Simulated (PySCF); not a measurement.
## Basis and Hamiltonian dependence of the excitation energy of Fe

Fe [Ar] 3d6 4s2 (5D) → Fe [Ar] 3d5 4s2 4p1 (7P). All values are computed (PySCF 2.14, energy differences of UHF-based or UKS calculations, no spin-orbit coupling). Values in eV.

```json
{"basis": "ANO-RCC-VTZP", "Hamiltonian": "spin-free X2C", "functions": "59", "PBE": "5.888", "PBE0": "5.357"}
{"basis": "aug-cc-pVDZ-DK", "Hamiltonian": "spin-free X2C", "functions": "59", "PBE": "5.773", "PBE0": "5.269"}
{"basis": "aug-cc-pVDZ", "Hamiltonian": "non-relativistic", "functions": "59", "PBE": "6.058", "PBE0": "5.563"}
{"basis": "x2c-TZVPPall", "Hamiltonian": "spin-free X2C", "functions": "64", "PBE": "5.934", "PBE0": "5.381"}
{"basis": "def2-TZVPPD", "Hamiltonian": "non-relativistic", "functions": "67", "PBE": "6.110", "PBE0": "5.574"}
{"basis": "aug-cc-pVTZ", "Hamiltonian": "non-relativistic", "functions": "93", "PBE": "6.072", "PBE0": "5.540"}
{"basis": "aug-cc-pVTZ-DK", "Hamiltonian": "spin-free X2C", "functions": "93", "PBE": "5.792", "PBE0": "5.251"}
{"basis": "dyall-av2z", "Hamiltonian": "non-relativistic", "functions": "101", "PBE": "6.114", "PBE0": "5.570"}
{"basis": "x2c-QZVPPall", "Hamiltonian": "spin-free X2C", "functions": "103", "PBE": "5.807", "PBE0": "5.266"}
{"basis": "aug-cc-pwCVTZ", "Hamiltonian": "non-relativistic", "functions": "127", "PBE": "6.079", "PBE0": "5.546"}
{"basis": "aug-cc-pwCVTZ-DK", "Hamiltonian": "spin-free X2C", "functions": "127", "PBE": "5.799", "PBE0": "5.257"}
{"basis": "x2c-QZVPPall with one added diffuse shell each of s, p, d, f, g type", "Hamiltonian": "spin-free X2C", "functions": "128", "PBE": "5.808", "PBE0": "5.266"}
```

Non-relativistic rows lack the scalar-relativistic shift.

Reference for a calculation without spin-orbit coupling: 4.942 eV (measured, between term centres; NIST).
